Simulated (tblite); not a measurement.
Compound: C₃Cl₂NS (doublet state).
Atom-mapped SMILES: `[Cl:1][c:2]1[c:3][n:4][c:5]([Cl:6])[s:7]1`

Calculated harmonic vibrations of the isolated species, GFN2-xTB (tblite), most abundant isotopes, no scaling. Against measured fundamentals such values can be off by several per cent, at times by over 20. Open shells enter through the occupations alone, without spin polarisation, and single modes of such species can be off by tens of per cent.

Harmonic wavenumbers (cm⁻¹): 100.8, 173.0, 286.8, 292.0, 336.0, 384.8, 501.9, 525.0, 596.6, 640.4, 831.8, 915.1, 1307.3, 1439.5, 1530.3.

A = 5618, B = 807.5, C = 706.0 MHz; mass 151.913 u (most abundant isotopes); point group Cs, symmetry number 1; spin multiplicity 2.

Problem. What is the zero-point energy?

Solution. ½Σν̃ = 4931 cm⁻¹ = 58.99 kJ/mol.

Problem. What is S at 350 K and 1 bar for an ideal gas of classical rigid rotors and harmonic oscillators?

Solution. Translation 174.84, rotation 123.32, vibration 67.96, spin (R ln 2) 5.76: S = 371.9 J/(mol K).

Problem. And Cp and H(350 K) − H(0)?

Solution. Cp = 108.49 J/(mol K), of which vibrations give 75.23 (their classical limit is 15 R = 124.7); H(350 K) − H(0) = 25.27 kJ/mol without the zero-point energy, 13.63 from vibrations.

Problem. Blend soft modes into free rotors: weight 1/[1 + (100 cm⁻¹/ν̃)⁴] for the oscillator and the rest for a rotor with moment μB/(μ + B), μ = h/(8π²ν), B = 10⁻⁴⁴ kg m². What vibrational entropy results?

Solution. 66.37 J/(mol K) in place of 67.96, which changes −T·S at 350 K by +0.55 kJ/mol.

Problem. What must be added to the electronic energy to get the Gibbs energy at 350 K and 1 bar?

Solution. ZPE + [H(350 K) − H(0)] − T·S = 58.99 + 25.27 − 130.16 = -45.90 kJ/mol.

Problem. How do the functions run with temperature in this model?

Solution. 
```
T (K)  S (J/(mol K))  Cp (J/(mol K))  H − H(0) (kJ/mol)  G − H(0) (kJ/mol)  ln q(vib)
  100          272.8            53.3               4.05             -23.23       0.40
  200          318.8            81.3              10.84             -52.91       1.50
  300          355.7           101.0              20.02             -86.70       2.82
  500          413.5           124.6              42.85            -163.91       5.45
  800          476.2           141.0              83.06            -297.91       8.93
 1000          508.3           146.3             111.84            -396.47      10.93
```

q(vib) and H(0) count from the zero-point level.

Problem. Which modes carry the vibrational entropy at 350 K?

Solution. 100.8 cm⁻¹: 15.70; 173.0 cm⁻¹: 11.32; 286.8 cm⁻¹: 7.41; 292.0 cm⁻¹: 7.28; 336.0 cm⁻¹: 6.26; 384.8 cm⁻¹: 5.32 J/(mol K); the other 9 give 14.67 together.

Hindered rotation and anharmonicity are outside this model.

Time: 0.23 s. Hardware: an Arm Neoverse V1 with one thread, shared host with 32 logical CPUs at a one-minute load of 7.8. This covers the Hessian and the dipole derivatives.
